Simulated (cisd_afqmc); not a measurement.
Input (AFQMC/CISD/cc-pVDZ; cisd_afqmc is a phaseless AFQMC code with CISD trial states that reads the integrals written by Ansatz):

Ansatz 0.2 input:
```python
import cisd_afqmc

open("ham.yaml", "w").write("""\
crystal:
  periodic: [false, false, false]
  atoms:
    - {symbol: C, position_ang: [1.30511154, -0.19030126, 0.16000243]}
    - {symbol: C, position_ang: [0.10291222, -0.01500586, 0.01261670]}
    - {symbol: C, position_ang: [-1.21447998, 0.17708606, -0.14889130]}
    - {symbol: H, position_ang: [2.36004904, -0.34412407, 0.28933434]}
    - {symbol: H, position_ang: [-1.58759968, 1.04652208, -0.68808273]}
    - {symbol: H, position_ang: [-1.93371204, -0.53307168, 0.25638137]}
basis:
  gaussian:
    orbitals: cc-pVDZ
total_charge: 1
magnetization: {spin_polarized: false}
correlation: {method: ccsd, electrons: outside_noble_gas, hamiltonian_folder: ham}
""")
rep = cisd_afqmc.ansatz("ham.yaml")
e_ccsd = rep["correlation"]["coupled_cluster"]["energy"]["hartree"]
out = cisd_afqmc.run("ham", e_ccsd, trial="CISD", walkers=100, populations=8, threads=8, dt=0.005, steps=40, early=24, settle=10, least=32,
    cut=5e-5, rank_cut=2e-4, target=0.0004, seconds=1500, seed=1, memory=17280, gpu=False)
```

Output:

```
orbitals 54, occupied [7], factors 318 of 527, rank of the doubles 156 of 329
E(HF) = -114.958616
E(CCSD) on the cut factors = -115.339124, shift to the whole factors -0.000012
Energy of the trial state on the determinant = -115.339118
  tau behind 7.2 of longer steps, mean of the populations' last blocks
   2.0  -115.36010
   4.0  -115.35609
   6.0  -115.35766
   8.0  -115.35667
  10.0  -115.35673
  12.0  -115.36039
  14.0  -115.35890
  16.0  -115.35624
  18.0  -115.35739
  20.0  -115.35672
  22.0  -115.35928
  24.0  -115.35773
  26.0  -115.35952
  28.0  -115.35785
  30.0  -115.35816
blocks 1154 (2 outliers left out), error by blocks joined: 1: 0.00022, 2: 0.00027, 4: 0.00034, 8: 0.00038, 16: 0.00040
E(AFQMC/CISD) = -115.35770 +/- 0.00040
```

 In a CCSD(T) run of this state the restricted determinant is unstable towards broken spin symmetry.

A triplet may lie lower; no result for it is given here.
